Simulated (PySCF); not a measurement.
A structure optimised at PBE0-D3(BJ)/def2-SVP, used in a PySCF frequency run:

```
Ge
H 1 1.5353
H 1 1.5353 2 110.66
H 1 1.5392 2 110.86 3 123.43
Te 1 2.5632 2 109.48 3 -120.75
F 5 1.9570 1 91.75 2 60.73
```

Question: Write its SMILES, formula and point group.

Answer: F[Te][GeH3], FGeH3Te, Cs

Question: What are its rotational constants (standard atomic weights)?

Answer: 7.3791, 1.4728, 1.2472 GHz
